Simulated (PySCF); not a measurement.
A small calculation by hand: chemical shift, span and skew from a shielding tensor

CH₃ClFNSi₂, SMILES [SiH2]1[Si@](N=C1)(Cl)F. Atoms are numbered in the order given.

```xyz
9

F      1.3336     0.4918     1.5088
Si     0.4064     0.1075     0.2209
Cl     1.6831    -0.5032    -1.2839
N     -0.6293     1.4934    -0.2952
C     -1.8080     0.9593    -0.1662
Si    -1.7040    -0.8657     0.5107
H     -2.7144     1.5557    -0.4290
H     -2.2121    -1.9566    -0.3958
H     -2.2698    -1.0660     1.8926
```
Charge 0, spin multiplicity 1.

Geometry optimised at PBE-D3(BJ)/def2-SVP. The structure was generated by enumeration; whether it is a known compound was not checked.

GIAO shieldings from KT2/pcSseg-1 (PySCF), non-relativistic, no solvent. The symmetric part of the tensor of C5 has the principal values -133.9, -50.1, 127.7 ppm. The same nucleus in TMS has σ = 185.1 ppm at this level (PySCF, at its B3LYP-D3(BJ)/def2-TZVP geometry). Without spin–orbit terms, shifts of atoms bonded to Cl or Br come out too high.

### Question
Work out the isotropic shielding, the ¹³C shift against TMS, the span and the skew.

### Answer

σ(iso) = (σ11 + σ22 + σ33)/3 = -18.8 ppm. δ = σ(ref) − σ(iso) = 185.1 − (-18.8) = 203.9 ppm.
Span Ω = σ33 − σ11 = 261.6 ppm. Skew κ = 3(σ(iso) − σ22)/Ω = 0.36. Tumbling in solution averages the tensor to δ; in a static solid the shielding alone would spread this spin-1/2 line over Ω.
